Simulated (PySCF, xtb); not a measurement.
C2H7BOS, SMILES COB(C)S. The values are those of a single conformer.

Harmonic wavenumbers (cm⁻¹) from GFN2-xTB (xtb) at its own minimum, in rising order: 36, 91, 186, 189, 254, 302, 399, 440, 545, 779, 831, 873, 1011, 1051, 1130, 1145, 1335, 1391, 1420, 1464, 1470, 1489, 1492, 2487, 2964, 2973, 2983, 3015, 3026, 3055.

Problem. What does B3LYP-D3(BJ)/def2-SVP in PySCF give at its own minimum? (The exact figures need the calculation; the answer reports its results.)

Solution. 62, 98, 183, 204, 281, 356, 438, 466, 573, 797, 835, 878, 1070, 1097, 1175, 1199, 1317, 1381, 1439, 1442, 1471, 1474, 1500, 2689, 3013, 3026, 3090, 3096, 3127, 3131. Paired by order, the mean absolute difference is 41 cm⁻¹ and the zero-point energies are 56.9 and 58.5 kcal/mol.
